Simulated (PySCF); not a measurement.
# Computed spin Hamiltonian

Compound: C7H10N (doublet state).
Cartesian coordinates in Å at the GFN2-xTB level; atoms count from 1:
```
atom  x, y, z in Å
C1     2.3186    1.8479   -0.9210
C2     1.4387    1.0458   -0.8003
C3     0.3681    0.0784   -0.6594
C4     0.8782   -1.3683   -0.5267
C5    -0.1684   -1.9973    0.3075
C6    -1.0408   -0.9607    0.8936
N7    -0.3833    0.2942    0.5764
C8    -1.2503    1.4419    0.5483
H9     3.0931    2.5476   -1.0258
H10   -0.2929    0.1583   -1.5473
H11    1.8550   -1.3742   -0.0213
H12    1.0179   -1.8529   -1.4974
H13   -0.2009   -3.0356    0.5681
H14   -2.0661   -1.0079    0.4618
H15   -1.1581   -1.0578    1.9820
H16   -2.0416    1.3636   -0.2180
H17   -0.6536    2.3303    0.3437
H18   -1.7223    1.5530    1.5240
```

The hyperfine couplings belong to this conformer and change with its torsions.

The species is `C#C[C@H]1C[CH]CN1C` [radical].

Computed, not measured: UKS B3LYP, pcH-1 on C H N, non-relativistic, mean-field spin-orbit, GIAO in PySCF 2.14.0. Isolated species at its GFN2-xTB geometry (one conformer only). The geometry wasn't refined by DFT: couplings that depend on bond lengths, twists or pyramidal angles can differ widely from those at the functional's own minimum. The SCF solution wasn't tested for stability.

```
g1, g2, g3 : 2.00220, 2.00273, 2.00298
g_iso      : 2.00264
Form of g  : rhombic: the two nearest values differ by 33 % of g3 − g1
⟨S²⟩       : 0.7539 (exact 0.7500)
```

Hyperfine couplings atom by atom, in mT; T1 to T3 are the principal values of the dipolar part; ρ(0) is the spin density at the nucleus (MHz turned into mT with g_iso):

| atom | isotope | a_iso | T1 | T2 | T3 | Mulliken spin population | ρ(0) (bohr⁻³) |
| --- | --- | --- | --- | --- | --- | --- | --- |
| C1 | 13C | 0.01 | -0.01 | 0.00 | 0.01 | 0.00 | 0.0003 |
| C2 | 13C | -0.05 | -0.02 | -0.01 | 0.02 | 0.00 | -0.0012 |
| C3 | 13C | 0.07 | -0.04 | -0.02 | 0.07 | 0.01 | 0.0018 |
| C4 | 13C | -1.21 | -0.08 | 0.01 | 0.07 | -0.09 | -0.0303 |
| C5 | 13C | 3.30 | -2.91 | -2.90 | 5.81 | 1.02 | 0.0824 |
| C6 | 13C | -1.22 | -0.08 | 0.01 | 0.07 | -0.08 | -0.0305 |
| N7 | 14N | 0.01 | -0.02 | -0.01 | 0.03 | 0.00 | 0.0010 |
| C8 | 13C | -0.04 | -0.02 | -0.01 | 0.02 | 0.00 | -0.0009 |
| H9 | 1H | 0.00 | -0.02 | -0.01 | 0.03 | 0.00 | 0.0000 |
| H10 | 1H | -0.06 | -0.11 | -0.09 | 0.19 | 0.00 | -0.0004 |
| H11 | 1H | 5.07 | -0.19 | -0.11 | 0.31 | 0.06 | 0.0318 |
| H12 | 1H | 2.94 | -0.17 | -0.15 | 0.32 | 0.03 | 0.0185 |
| H13 | 1H | -2.22 | -1.39 | -0.01 | 1.40 | -0.04 | -0.0139 |
| H14 | 1H | 4.81 | -0.20 | -0.13 | 0.33 | 0.05 | 0.0301 |
| H15 | 1H | 3.10 | -0.16 | -0.14 | 0.30 | 0.03 | 0.0194 |
| H16 | 1H | 0.02 | -0.05 | -0.04 | 0.09 | 0.00 | 0.0001 |
| H17 | 1H | -0.02 | -0.03 | -0.03 | 0.06 | 0.00 | -0.0001 |
| H18 | 1H | 0.00 | -0.04 | -0.04 | 0.08 | 0.00 | 0.0000 |

Largest spin populations (Mulliken): C5 (+1.02), C4 (-0.09) and C6 (-0.08). C5 is the only atom above +0.15. The positive populations add up to 1.22 and the negative ones to -0.22, together 2S = 1. The angles at C5 add up to 359.4°, so it is planar; its axial dipolar tensor and the negative coupling of its proton fit spin in a p orbital normal to that plane.

Axes: g3 points within 3° of the C5–H13 bond.

Under fast tumbling the dipolar parts average out, and these isotropic splittings remain: 1 × 1H (H11, I = 1/2, 2 lines) with 5.07 mT, 1 × 1H (H14, I = 1/2, 2 lines) with 4.81 mT, 1 × 1H (H15, I = 1/2, 2 lines) with 3.10 mT, 1 × 1H (H12, I = 1/2, 2 lines) with 2.94 mT, 1 × 1H (H13, I = 1/2, 2 lines) with 2.22 mT and 1 × 1H (H10, I = 1/2, 2 lines) with 0.06 mT.

The 13C coupling of C5 (92.6 MHz) shows only in satellite lines or after enrichment, since that isotope makes up about 1.07 % of natural carbon.

β density exceeds α density at some nuclei, such as C6 (-0.0305), C4 (-0.0303) and H13 (-0.0139), spin density in bohr⁻³. In a single determinant that takes different orbitals for the two spins, that is spin polarisation.
